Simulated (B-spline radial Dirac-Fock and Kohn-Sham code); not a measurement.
## As⁴⁺: non-radiative channels of the L3 vacancy

System: As⁴⁺, configuration [Ar] 3d10 4s1, inside a Watson sphere of charge -4 and radius 1.8 Å (a model of the Madelung potential; inside it an electron's potential energy is raised by 32.0 eV).

These are calculated numbers from an atomic code on a B-spline grid; the model is one-electron (LDA, Dirac) transition rates at Dirac-Fock energies. Kinetic energies are configuration averages from the vacuum level; the two-hole energies are estimated from single-hole states.

```tsv
transition	kinetic energy (eV)	width (meV)	share (%)
L3-M1M3	–	49.2	5.3
L3-M2M3	974.3	78.5	8.5
L3-M3M3	978.8	113	12.2
L3-M1M4	–	4.00	0.4
L3-M1M5	–	4.90	0.5
L3-M2M5	1077.5	40.5	4.4
L3-M2M4	1079.7	4.41	0.5
L3-M3M4	1082.2	94.1	10.1
L3-M3M5	1084.4	142	15.3
L3-M3N1	1135.1	3.66	0.4
L3-M4M4	1185.3	11.2	1.2
L3-M4M5	1185.6	225	24.2
L3-M5M5	1186.6	152	16.4
```

A dash stands for an energy that rests on an unreliable hole state.

The listed channels hold 99 % of the non-radiative rate. Summed by principal shells, of 0.928 eV in all: LMM 99.5 %, LMN 0.5 %.
